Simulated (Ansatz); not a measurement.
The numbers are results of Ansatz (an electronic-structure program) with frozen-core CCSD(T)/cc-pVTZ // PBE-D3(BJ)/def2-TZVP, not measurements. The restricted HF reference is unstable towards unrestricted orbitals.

Ansatz 0.2 input:
```yaml
crystal:
  periodic: [false, false, false]
  atoms:
    - { symbol: S, position_ang: [1.729052, -0.596996, -1.294621] }
    - { symbol: C, position_ang: [1.214516, -0.859993, 0.235558] }
    - { symbol: C, position_ang: [0.199284, -0.06732, 0.941288] }
    - { symbol: S, position_ang: [0.100522, -0.233413, 2.577429] }
    - { symbol: C, position_ang: [-0.641372, 0.898672, 0.163262] }
    - { symbol: S, position_ang: [-1.950314, -0.049191, -0.70937] }
    - { symbol: H, position_ang: [1.686213, -1.628578, 0.861904] }
    - { symbol: H, position_ang: [-1.158323, 1.591044, 0.835354] }
    - { symbol: H, position_ang: [-0.04893, 1.450585, -0.577824] }
    - { symbol: H, position_ang: [-1.130645, -0.504806, -1.687709] }
basis:
  gaussian: { orbitals: cc-pVTZ }
correlation:
  method: ccsd_t
```

Output:

```
Functional definition: HF
1428 factors; integrals over basis functions are off by at most 9.0e-4 eV
mean field evaluation 1: about -35604.9213 eV, gradient 2.3e1 eV
mean field evaluation 2: about -35605.3390 eV, gradient 2.3e1 eV
mean field evaluation 4: about -35607.5677 eV, gradient 4.6e0 eV
mean field evaluation 8: about -35607.6397 eV, gradient 4.3e-1 eV
mean field evaluation 16: about -35607.6414 eV, gradient 2.4e-6 eV
mean field evaluation 32: about -35602.1048 eV, gradient 5.7e-1 eV
mean field evaluation 64: about -35591.4149 eV, gradient 3.6e1 eV
mean field -35607.64140310 eV, -1308.5566858377 hartree, gradient 2.4e-6 eV, S^2 0.000000; 0 other end points of the search recorded, 0 dependent functions left out; unrestricted orbitals would lower it
18 core orbitals not correlated
reference -35607.64140310 eV, -1308.5566858377 hartree; 17, 17 occupied and 213, 213 virtual orbitals, 1428 factors
second order -27.41862311 eV of doubles, -0.00000000 eV of singles
cycle   1  -27.76021603 eV  change   -3.4e-1 eV  update   1.5e-1
cycle   2  -28.58407439 eV  change   -8.2e-1 eV  update   4.9e-2
cycle   3  -28.80401500 eV  change   -2.2e-1 eV  update   2.6e-2
cycle   4  -28.79177679 eV  change    1.2e-2 eV  update   8.0e-3
cycle   5  -28.79076250 eV  change    1.0e-3 eV  update   4.4e-3
cycle   6  -28.79163974 eV  change   -8.8e-4 eV  update   1.5e-3
cycle   7  -28.79137484 eV  change    2.6e-4 eV  update   8.4e-4
cycle   8  -28.79133300 eV  change    4.2e-5 eV  update   4.0e-4
cycle   9  -28.79147626 eV  change   -1.4e-4 eV  update   2.9e-4
cycle  10  -28.79135033 eV  change    1.3e-4 eV  update   1.9e-4
cycle  11  -28.79129136 eV  change    5.9e-5 eV  update   1.2e-4
cycle  12  -28.79137558 eV  change   -8.4e-5 eV  update   5.6e-5
cycle  13  -28.79140538 eV  change   -3.0e-5 eV  update   2.7e-5
cycle  14  -28.79142620 eV  change   -2.1e-5 eV  update   1.0e-5
perturbative correction -1.61571660 eV, -0.0593764898 hartree
Total energy: -35638.04854590 eV, -1309.6741277248 hartree
```

Cost: around 8 core-minutes (rough).
